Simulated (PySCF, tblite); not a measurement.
Isomers of C8H7O (doublet state), one GFN2-xTB conformer each. Single-point energies are computed at B3LYP/pcH-1 (PySCF, gas phase, no added dispersion term), electronic only. GFN2-xTB treats the open shell by occupation alone, and not every SCF solution was tested for stability.

| SMILES | GFN2-xTB relative energy (kcal/mol) |
| --- | --- |
| [H]/[C]=C/C(C=O)=C/C#CC | 34.9 |
| C#CC1=C(C=O)C[CH]C1 | 0.0 |

Conformers: `[H]/[C:1]=[CH:2]/[C:3]([CH:4]=[O:5])=[CH:6]/[C:7]#[C:8][CH3:9]` (doublet state) with C1–C2–C3–C4 180°, C2–C3–C4–O5 0°; `[CH:1]#[C:2][C:3]1=[C:4]([CH:5]=[O:6])[CH2:7][CH:8][CH2:9]1` (doublet state) with C3–C4–C5–O6 180°.

Task: What does B3LYP/pcH-1 give for the same structures?

Result: 
```tsv
SMILES	B3LYP/pcH-1 E (Eh)	B3LYP/pcH-1 (kcal/mol)	GFN2-xTB (kcal/mol)	point group
C#CC1=C(C=O)C[CH]C1	-384.16808	0.0	0.0	Cs
[H]/[C]=C/C(C=O)=C/C#CC	-384.13098	23.3	34.9	–
```

Both levels put the same isomer lowest. 

Task: What happens when harmonic zero-point energies from GFN2-xTB frequencies are added?

Result: 
```
                 SMILES  ZPE (kcal/mol)  electronic (kcal/mol)  with ZPE (kcal/mol)
    C#CC1=C(C=O)C[CH]C1            72.9                    0.0                  0.0
[H]/[C]=C/C(C=O)=C/C#CC            71.5                   23.3                 21.9
```

The zero-point energies span 1.4 kcal/mol. The order is unchanged.
